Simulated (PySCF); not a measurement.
NMR data simulated for an unnamed compound:

1H NMR (400 MHz, computed): δ 5.75 (m, 1H), 5.33 (m, 1H), 5.06 (m, 1H), 2.00 (d, 3H), 1.90 (s, 3H).

13C{1H} NMR (computed): δ 168.4 (C), 142.3 (C), 119.9 (CH2), 110.7 (CH), 21.3 (CH3), 13.2 (CH3).

Computed data (PySCF): GFN2-xTB structure, PBE0/pcSseg-1 with gauge-including orbitals. Gas phase, non-relativistic Hamiltonian, a single conformation, rapidly exchanging positions averaged.

Referencing at the same level of theory: 1H (σref 31.72), 13C (σref 186.93) against TMS.

Q: Which of these does the molecule contain: a C≡C triple bond, a non-aromatic C=C double bond, a CH3CH2 unit, an OH group?

A: 
- A C≡C triple bond: no.
- A non-aromatic C=C double bond: yes.
- A CH3CH2 unit: no.
- An OH group: no.

The data belong to `C/C=C(/C(=C)C)F`, C6H9F; they needn't prove each group on their own.

Carbon signals by region: 1 in the far downfield region (above 160 ppm), 3 in the sp2 and nitrile region (100–160 ppm), 2 below 50 ppm. Above 160 ppm: 168.4, fully substituted alkene carbon.

Splittings by 19F in the carbon and heteronuclear signals aren't shown, as no couplings were computed. Shifts are as computed. Against solution values, carbons near 30 ppm lie about +3 ppm off and those near 130 ppm about +5 ppm. Of 1211 compounds with measured shifts, 218 miss one by over three times the rms of a fit or turn the order of signals round; such compounds aren't used in these exercises. Multiplicities follow the n + 1 count of equivalent neighbours, as no J values were calculated; m marks all less simple cases, F and P coupling included.
